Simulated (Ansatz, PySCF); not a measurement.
C₂H₇FOSi₂, SMILES C=C[Si@@H](F)O[SiH3]. Atoms are numbered in the order given.

```xyz
13

C      2.6180    -0.6266     0.2269
C      1.6760     0.2229     0.6863
Si     0.3221     0.8791    -0.4116
F      0.5548     0.2079    -1.8902
O     -1.1801     0.4440     0.1541
Si    -1.9509    -0.8852     0.8366
H      2.6270    -0.9554    -0.8264
H      3.4151    -1.0293     0.8758
H      1.7053     0.5270     1.7496
H      0.3088     2.3623    -0.5812
H     -1.2088    -1.3470     2.0620
H     -3.3360    -0.4567     1.2200
H     -2.0243    -2.0170    -0.1502
```
Charge 0, spin multiplicity 1.

The structure is a stationary point at PBE-D3(BJ)/def2-SVP. The structure was generated by enumeration; whether it is a known compound was not checked. Other conformers were not sampled.

Vertical ionisation energy (IE) and electron affinity (EA) in eV. Rows of orbital energies are one-electron estimates. Where ΔSCF, EOM or ADC give a negative EA the extra electron is unbound and the value depends on the basis.

| level | IE | EA |
|---|---|---|
| −ε(HOMO), −ε(LUMO), PBE0/def2-TZVP (PySCF) | 8.35 | 1.01 |
| −ε(HOMO), −ε(LUMO), PBE/def2-TZVP (PySCF) | 7.22 | 1.99 |
| ΔSCF, PBE0/def2-SVPD (Ansatz), final states of multiplicity 2 and 2 | 10.42 | -0.64 |
| ΔSCF, PBE/def2-SVPD (Ansatz), final states of multiplicity 2 and 2 | 9.96 | -0.43 |

### Question
What vertical singlet–triplet gap does ΔSCF give with PBE0/def2-SVPD (Ansatz, a program for electronic structure) and with PBE/def2-SVPD (Ansatz)? (Estimate from the structure and the level; the computed values follow.)

### Answer
4.01 and 4.20 eV (triplet above singlet where positive).
